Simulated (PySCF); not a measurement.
A structure optimised at PBE0-D3(BJ)/def2-SVP, used in a PySCF frequency run:

```
Zn
S 1 2.1724
C 2 1.8299 1 100.69
H 3 1.0988 2 112.26 1 62.08
H 3 1.0989 4 109.58 2 125.49
H 3 1.0990 4 108.03 5 117.45
S 1 2.1771 3 144.42 4 54.42
H 7 1.3529 1 92.60 3 92.38
```

### Question
Write its SMILES and formula.

### Answer
C[S][Zn][SH], CH₄S₂Zn

### Question
What are its rotational constants (standard atomic weights)?

### Answer
12.730, 1.2255, 1.1350 GHz
